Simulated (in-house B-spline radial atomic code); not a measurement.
A fraction x of an electron is added to 3d in Ni, starting from [Ar] 3d8 4s2 and keeping the highest spin. Level of theory: scalar-relativistic (X2C) B3LYP, spin-polarised, spherical fractional occupations, Fermi nucleus of rms radius 3.7757 fm; calculated with a radial B-spline atomic code at the basis-set limit.

Caution: exact exchange at fractional occupations of open shells leaves self-interaction of up to several eV.

| x | E(x) - E(0) (eV) | 3d down level (eV) |
| --- | --- | --- |
| 0 | 0.0000 | -8.072 |
| 0.1 | -0.7492 | -6.920 |
| 0.2 | -1.3853 | -5.809 |
| 0.3 | ? | ? |
| 0.4 | ? | ? |
| 0.5 | -2.6591 | -2.756 |
| 0.6 | -2.8885 | -1.841 |
| 0.7 | -3.0294 | -0.986 |
| 0.8 | -3.0879 | -0.197 |

Q: What belongs in the row x = 0.3?

A: An energy change of -1.9126 eV; 3d down at -4.743 eV.

Q: What belongs in the row x = 0.4?

A: An energy change of -2.3356 eV; 3d down at -3.724 eV.

Q: Check Janak's theorem between x = 0.1 and 0.2.

A: The slope of the energy is -6.36 eV; the orbital levels give -6.36 eV (ε of the filling orbital, averaged over the two points).
